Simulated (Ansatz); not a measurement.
Abridged output of a molecular run in Ansatz:

```
Functional definition: HF
1624 factors; integrals over basis functions are off by at most 1.3e-3 eV
mean field evaluation 1: about -13010.7158 eV, gradient 3.9e1 eV
mean field evaluation 2: about -13011.0173 eV, gradient 4.0e1 eV
mean field evaluation 4: about -13014.9942 eV, gradient 5.2e0 eV
mean field evaluation 8: about -13015.0829 eV, gradient 3.4e-1 eV
mean field -13015.08379995 eV, -478.2955077076 hartree, gradient 6.0e-6 eV, S^2 0.000000; 0 other end points of the search recorded, 0 dependent functions left out
9 core orbitals not correlated: weight in the atoms' cores, before any rotation towards them, 1.000 or more for the frozen orbitals, at most 0.000 for the correlated occupied ones
reference -13015.08379995 eV, -478.2955077076 hartree; 15, 15 occupied and 254, 254 virtual orbitals, 1624 factors
second order -23.72970502 eV of doubles, -0.00000000 eV of singles
cycle   1  -24.23976076 eV  change   -5.1e-1 eV  update   1.1e-1
cycle   2  -24.90528748 eV  change   -6.7e-1 eV  update   3.3e-2
cycle   3  -25.03490312 eV  change   -1.3e-1 eV  update   1.5e-2
cycle   4  -25.02555167 eV  change    9.4e-3 eV  update   4.0e-3
cycle   5  -25.02583098 eV  change   -2.8e-4 eV  update   1.9e-3
cycle   6  -25.02668021 eV  change   -8.5e-4 eV  update   5.3e-4
cycle   7  -25.02648006 eV  change    2.0e-4 eV  update   2.6e-4
cycle   8  -25.02641898 eV  change    6.1e-5 eV  update   1.1e-4
cycle   9  -25.02644568 eV  change   -2.7e-5 eV  update   5.3e-5
cycle  10  -25.02642563 eV  change    2.0e-5 eV  update   2.2e-5
perturbative correction -1.04329277 eV, -0.0383403023 hartree
Total energy: -13041.15351836 eV, -479.2535521883 hartree
```

Its atoms:

Cartesian coordinates in Å:
```
C -1.007 0.168 1.972
N -0.285 0.902 1.251
C 0.861 0.284 0.604
N 0.849 0.460 -0.821
Si -0.149 -0.495 -1.855
H -1.879 0.593 2.469
H -0.808 -0.901 2.134
H 0.915 -0.794 0.823
H 1.757 0.753 1.025
H 1.007 1.419 -1.094
H -1.619 -0.266 -1.739
H 0.103 -1.922 -1.516
H 0.254 -0.201 -3.253
```

(1) Which basis set was used?
A. cc-pV(D+d)Z
B. cc-pV(Q+d)Z
C. def2-TZVPP
D. def2-TZVPPD

(2) Write the keys of the input that set method, charge and spin (a neutral closed shell needs none for the last two).

Results:

(1) C. It gives 278 functions.

(2) 
```yaml
correlation: {method: ccsd_t}
```
